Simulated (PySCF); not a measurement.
# Deuteron quadrupole couplings in `[SiH3]C1=CP1`

Compound: C₂H₅PSi.
Structure used (GFN2-xTB), in Å, numbered top down from 1:
```
atom  x, y, z in Å
Si1   -1.5069   -0.2434   -0.1736
C2     0.3437   -0.0048   -0.2469
C3     1.5284   -0.5100   -0.4823
P4     1.7156    1.2382    0.0210
H5    -1.7903   -1.6293   -0.5498
H6    -1.9452    0.0381    1.1925
H7    -2.1055    0.6943   -1.1244
H8     2.0738   -1.3874   -0.7499
H9     1.6998    1.8103   -1.2805
```

Level: PBE0/pcSseg-1 (PySCF, non-relativistic); Q(2H) = 0.00286 b; rigid geometry, the same for H and D, with no vibrational averaging.

Question: Rank these positions by the coupling χzz of a deuteron there, largest first.
A. H8 (vinylic hydrogen)
B. H9 (P–H hydrogen)
C. H7 (Si–H hydrogen)

Answer: A (241 kHz), B (115 kHz), C (109 kHz).

Q: What are Vzz, η and χzz (234.96 MHz × Q × Vzz) at all hydrogens?

A: 
```csv
atom,bonded to,bond length (Å),Vzz (au),η,χzz (kHz)
H5,Si1,1.464,0.1615,0.01,109
H6,Si1,1.462,0.1625,0.01,109
H7,Si1,1.463,0.1616,0.01,109
H8,C3,1.067,0.3591,0.02,241
H9,P4,1.422,0.1718,0.07,115
```

Q: Average by the element that carries the hydrogen.

A: on Si: 109 kHz over 3 positions, mean bond length 1.463 Å; on C: 241 kHz over 1 position, mean bond length 1.067 Å; on P: 115 kHz over 1 position, mean bond length 1.422 Å.

Geometry: GFN2-xTB; no solvent, vibrations or thermal averaging. GFN2-xTB bond lengths can be off by several hundredths of an ångström, more for odd bonds, and the gradients follow them. With so small a basis the couplings can be 20 % off.
